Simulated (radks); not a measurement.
The nitrogen anion N2-, [He] 2s2 2p5, held by a Watson sphere: a shell of charge +2 at radius R that stands for the Madelung well of a crystal (potential energy -2/R inside, -2/r outside, in hartree with lengths in bohr). Method: scalar-relativistic Kohn-Sham, PBEsol, spin-polarised, spherical densities, point nucleus; open shells are filled with parallel spins first; computed with a radial shooting solver on a logarithmic mesh with Libxc functionals. Response by self-consistent Sternheimer equations with the Hartree and adiabatic LDA kernel, the relativistic mass of each level held fixed and spin-orbit coupling left out. The sphere does not respond.

R (bohr)  e(2s down) (eV)  e(2p up) (eV)  e(2p down) (eV)  <r> 2p (bohr)  sum of <r^2> (bohr^2)  X-ray form factor at sin(theta)/lambda = 0.3 1/angstrom  alpha (bohr^3)
2                 -17.517         -7.509           -6.503          1.725                  23.58                                                    3.275           17.63
2.25              -16.613         -6.802           -5.832          1.809                  25.62                                                    3.220           22.33
2.55              -15.682         -6.044           -5.105          1.909                  28.10                                                    3.185           29.60
2.58              -15.598         -5.973           -5.037          1.919                  28.35                                                    3.183           30.45
2.81              -15.003         -5.467           -4.547          1.996                  30.28                                                    3.173           37.75
3.74              -13.308         -3.961           -3.045          2.351                  38.81                                                    3.174           90.03
